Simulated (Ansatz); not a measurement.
Total energies of (H2Al-mu-NH2)2 (Al2N2H8) from Ansatz at PBE0-D4/def2-TZVP, gas phase (1 Eh = 27.2114 eV = 2625.5 kJ/mol). The reference geometry is relaxed at PBE0-D4/def2-SVP.

Cartesian coordinates in Å:
```
Al 1.1695 -0.1053 0.8042
H 2.5841 0.1499 0.1124
H 0.9981 -0.4703 2.3476
N 0.0886 -1.3259 -0.3013
Al -1.1708 0.1048 -0.8024
H -2.5870 -0.1487 -0.1134
H -0.9958 0.4687 -2.3457
N -0.0895 1.3256 0.3026
H -0.3335 -2.1009 0.2121
H 0.5891 -1.7450 -1.0863
H 0.3360 2.0961 -0.2149
H -0.5887 1.7510 1.0849
```

| state | geometry | energy (Eh) |
| --- | --- | --- |
| charge 0 singlet | reference | -599.00844 |
| charge 1 doublet | reference | -598.64587 |
| charge 1 doublet | relaxed at PBE0-D4/def2-SVP | -598.66846 |
| free Al atom (doublet) | – | -242.24894 |
| free H atom (doublet) | – | -0.50104 |
| free N atom (quartet) | – | -54.54382 |

Question: Work out the vertical ionisation energy to the doublet.

Answer: E(charge 1 doublet) − E(charge 0 singlet) = -598.64587 − (-599.00844) = 0.36257 Eh = 9.87 eV. For comparison, −ε of the highest occupied level is 7.96 eV at this level, 1.91 eV less.

Question: How much does the charge 1 doublet relax, and what is the adiabatic ionisation energy?

Answer: Relaxation: -598.64587 − (-598.66846) = 0.02259 Eh = 0.61 eV. Adiabatic ionisation energy: 0.33998 Eh = 9.25 eV, without zero-point energy. 

Question: What is the binding energy per atom against free atoms?

Answer: Atoms: 2 × (-242.24894) + 8 × (-0.50104) + 2 × (-54.54382) = -597.59384 Eh. Binding: -597.59384 − (-599.00844) = 1.41460 Eh = 38.49 eV, or 3.21 eV for each of 12 atoms (no zero-point energy, no counterpoise term).
